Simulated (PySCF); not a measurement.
An unknown shows these calculated signals:

1H NMR (400 MHz, computed): δ 7.06 (m, 1H), 5.69 (m, 1H), 5.13 (m, 1H), 2.77 (s, 3H), 2.21 (d, 3H), 0.17 (d, 3H), -0.26 (br s, 1H).

13C{1H} NMR (computed): δ 159.6 (CH), 129.6 (CH), 31.4 (CH3), 23.2 (CH3), -1.6 (CH3).

PySCF 2.14 calculation with GIAO PBE0/pcSseg-1 shieldings and coordinates at the GFN2-xTB level; isolated molecule, relativity neglected, averaged over atoms made equivalent by symmetry, fast rotation or ring inversion, one computed conformer.

Referencing at the same level of theory: 1H, 13C against TMS.

Q: Which of these does the molecule contain: a benzene ring, a methoxy group, an N-methyl group, a tert-butyl group, an NH or NH2 group, a Si–H bond?

A: 
- A benzene ring: no.
- A methoxy group: no.
- An N-methyl group: yes (δC 31.4; δH 2.77 (s)).
- A tert-butyl group: no.
- An NH or NH2 group: yes (δH -0.26 (br s)).
- A Si–H bond: yes (δH 5.13 (m)).

The data belong to `C/C=C\[Si@@H](C)NC`, C5H13NSi; they needn't prove each group on their own.

Carbon signals by region: 2 in the sp2 and nitrile region (100–160 ppm), 3 below 50 ppm.

OH and NH positions are those of a molecule without intermolecular hydrogen bonds; in solution they move with solvent, concentration and temperature, and exchange usually removes their couplings. Shifts are as computed. Against solution values, carbons near 30 ppm lie about +3 ppm off and those near 130 ppm about +5 ppm. Of 1211 compounds with measured shifts, 218 miss one by over three times the rms of a fit or turn the order of signals round; such compounds aren't used in these exercises. Multiplicities follow the n + 1 count of equivalent neighbours, as no J values were calculated; m marks all less simple cases, F and P coupling included.
